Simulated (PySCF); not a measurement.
These are PySCF with TPSSh-D3(BJ)/def2-TZVP // r2SCAN-D4/def2-SVP values and carry that method's errors. All species are isolated molecules in the gas phase. 

Reference species: [Ti(Cl)4] (neutral, multiplicity 1).

The LUMO is -4.27 eV and the HOMO–LUMO gap is 4.65 eV.

Changed species: [Ti(Cl)(H)3] (3 of 4 Cl replaced by H; the reference has 0 of 4 Cl replaced by H).

**Question.** Predict the effect on the LUMO and HOMO–LUMO gap.

**Answer.** the LUMO goes up by 0.53 eV, to -3.74 eV; the HOMO–LUMO gap is nearly the same.
